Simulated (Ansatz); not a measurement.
One change: `C[CH]1[CH2][GaH]1` becomes `[SiH3][CH]1[CH2][GaH]1`.

Ansatz, PBE0-D4/def2-TZVP geometries, multiplicity 1. 

Scalar relativity is left out up to krypton.

```
                                        property  `C[CH]1[CH2][GaH]1`
               HOMO energy (PBE/def2-TZVPP) / eV                -4.43
size of the dipole moment (B3LYP/def2-TZVPP) / D                 0.58
         HOMO–LUMO gap (ωB97M-V/def2-TZVPP) / eV                 7.83
             HOMO energy (B3LYP/def2-TZVPP) / eV                -5.26
           LUMO energy (ωB97M-V/def2-TZVPP) / eV                 0.29
             HOMO–LUMO gap (PBE/def2-TZVPP) / eV                 2.24
```

Question: Give the same properties after the change, and the shifts. (Estimate.)

Answer: Ansatz gave: 
| property | `[SiH3][CH]1[CH2][GaH]1` | shift |
| --- | --- | --- |
| HOMO energy (PBE/def2-TZVPP) / eV | -5.22 | -0.79 |
| size of the dipole moment (B3LYP/def2-TZVPP) / D | 1.18 | 0.60 |
| HOMO–LUMO gap (ωB97M-V/def2-TZVPP) / eV | 8.63 | 0.80 |
| HOMO energy (B3LYP/def2-TZVPP) / eV | -5.88 | -0.62 |
| LUMO energy (ωB97M-V/def2-TZVPP) / eV | 0.71 | 0.42 |
| HOMO–LUMO gap (PBE/def2-TZVPP) / eV | 3.31 | 1.07 |

With PBE0 the HOMO falls by 0.59 eV and the LUMO rises by 0.26 eV, so the gap widens by about 0.85 eV. PBE moves the HOMO by -0.79 eV and ωB97M-V by -0.38 eV. Dipoles are sizes alone; their direction can turn.

B3LYP here is the variant with VWN-RPA as its local correlation; programs differ in this.
